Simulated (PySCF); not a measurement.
A PySCF script (with the pyscf-properties extension) for the NMR shieldings of SMILES CP(/C=C/PC)(C)=N[SiH3], C$_{5}$H$_{15}$NP$_{2}$Si, on a GFN2-xTB geometry:

```python
import basis_set_exchange as bse
import numpy as np
from pyscf import gto, dft
from pyscf.prop import nmr

atoms = """
C     3.818483    0.031262    0.427722
P     2.929962   -1.290954   -0.517682
C     1.291484   -0.520460   -0.512132
C     0.133996   -1.112344   -0.235992
P    -1.377553   -0.108941   -0.386810
C    -2.463256   -0.797363    0.933137
C    -2.149169   -0.655876   -1.948835
N    -1.174281    1.439508   -0.454363
Si   -0.646895    2.481229    0.803090
H     4.814708   -0.324046    0.683457
H     3.277820    0.301197    1.332683
H     3.916002    0.908295   -0.210719
H     2.693753   -2.140817    0.571328
H     1.262523    0.516655   -0.838541
H     0.069202   -2.144396    0.083100
H    -3.418643   -0.276022    0.885440
H    -2.619341   -1.866950    0.810730
H    -2.003853   -0.600095    1.900842
H    -1.517405   -0.315165   -2.766782
H    -3.126653   -0.185387   -2.036141
H    -2.247448   -1.739294   -1.981306
H     0.636324    2.084786    1.414903
H    -0.501293    3.772273    0.137897
H    -1.610204    2.562666    1.912527
"""
names = dict.fromkeys(["C", "P", "N", "Si", "H"], "pcSseg-1")
basis = {el: gto.basis.parse(bse.get_basis(n, elements=[el], fmt="nwchem")) for el, n in names.items()}
mol = gto.M(atom=atoms, basis=basis, charge=0, verbose=0)
mf = dft.RKS(mol, xc="PBE0")
mf.grids.level = 2
mf.grids.alignment = dft.numint.BLKSIZE   # the property module wants whole blocks of grid points
mf.conv_tol = 1e-9
mf.kernel()

calc = nmr.RKS(mf)   # GIAO
C = mf.mo_coeff
Co = C[:, mf.mo_occ > 0]
resp = mf.gen_response(singlet=True, hermi=2)
def vind(x):   # induced exchange potential for any number of trial vectors
    d = np.einsum("pi,xij,qj->xpq", C, 2 * x.reshape(-1, C.shape[1], Co.shape[1]), Co, optimize=True)
    return np.einsum("xpq,pi,qj->xij", resp(d - d.transpose(0, 2, 1)), C, Co, optimize=True).ravel()
mo1, _ = nmr.rhf.solve_mo1(calc, with_cphf=vind)
sigma = calc.kernel(mo1)
for i, s in enumerate(sigma):   # ppm
    w = np.linalg.eigvalsh((s + s.T) / 2)
    print("%2d %-2s iso %8.1f  s11 %8.1f  s22 %8.1f  s33 %8.1f" % (i, mol.atom_pure_symbol(i), w.mean(), *w))
```

Problem. Give the expected output.

Solution. 
```
 0 C  iso    178.9  s11    166.1  s22    183.9  s33    186.7
 1 P  iso    404.1  s11    329.5  s22    388.7  s33    494.0
 2 C  iso     24.0  s11   -102.5  s22      9.0  s33    165.6
 3 C  iso     52.0  s11    -59.8  s22     74.3  s33    141.3
 4 P  iso    333.2  s11    264.0  s22    270.5  s33    465.1
 5 C  iso    167.0  s11    151.5  s22    161.5  s33    188.0
 6 C  iso    162.4  s11    146.5  s22    153.7  s33    187.0
 7 N  iso    233.3  s11    149.9  s22    264.5  s33    285.7
 8 Si iso    420.3  s11    383.7  s22    386.8  s33    490.3
 9 H  iso     30.6  s11     25.8  s22     27.3  s33     38.7
10 H  iso     29.9  s11     25.0  s22     28.8  s33     35.9
11 H  iso     30.4  s11     26.5  s22     28.2  s33     36.5
12 H  iso     27.4  s11     23.2  s22     27.4  s33     31.8
13 H  iso     24.3  s11     18.4  s22     23.4  s33     31.1
14 H  iso     25.4  s11     22.3  s22     24.1  s33     29.8
15 H  iso     30.2  s11     26.9  s22     27.9  s33     36.0
16 H  iso     30.5  s11     26.9  s22     28.1  s33     36.4
17 H  iso     30.2  s11     26.8  s22     28.6  s33     35.1
18 H  iso     30.2  s11     26.6  s22     28.8  s33     35.2
19 H  iso     30.1  s11     26.7  s22     27.9  s33     35.8
20 H  iso     30.8  s11     27.0  s22     28.5  s33     36.8
21 H  iso     26.9  s11     22.4  s22     26.9  s33     31.4
22 H  iso     26.9  s11     23.4  s22     24.4  s33     32.8
23 H  iso     26.9  s11     22.9  s22     25.1  s33     32.6
```

These numbers come from an equivalent density-fitted implementation of the same equations, which agrees with the script to about 0.01 ppm for H and up to a few tenths of a ppm for heavy atoms, so last digits may differ.

Size and cost of the density-fitted run: 249 basis functions, 97 s wall time on 1 thread of an Arm Neoverse V1, shared host; peak memory 1.2 GiB.
